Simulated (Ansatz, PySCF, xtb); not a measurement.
Dimer: HBr (SMILES Br) (first 2 atoms) with H4OSi (SMILES O[SiH3]); geometry from B3LYP-D3(BJ)/def2-TZVP, rigid monomers moved along the line of their centres of mass till Br1···H5 is 3.15 Å.
(charge 0, multiplicity 1):
```xyz
8

Br    -0.467    -1.377    -0.096
H      0.413    -0.308     0.254
O     -0.986     0.049     3.565
Si     0.614     0.386     3.766
H     -1.233    -0.539     2.844
H      1.397    -0.807     4.168
H      0.695     1.425     4.811
H      1.216     0.905     2.506
```

Interaction energies are E(AB) − E(A) − E(B) at the monomers' geometry in the complex; basis-set methods are counterpoise corrected.

Programs: Ansatz (Gaussian basis) for Hartree–Fock, density functionals and correlated methods; PySCF for the dispersion terms; xtb for the GFN methods. Values without a source in brackets are computed.

Question: One of these levels gives -1.96 kcal/mol for the interaction energy. Name it.
A. GFN2-xTB
B. PBE/def2-TZVPPD
C. PBE-D4/def2-TZVPPD

Answer: A, GFN2-xTB. The others give -1.66 (PBE/def2-TZVPPD), -2.52 (PBE-D4/def2-TZVPPD)

Ansatz is a quantum-chemistry and plane-wave program.
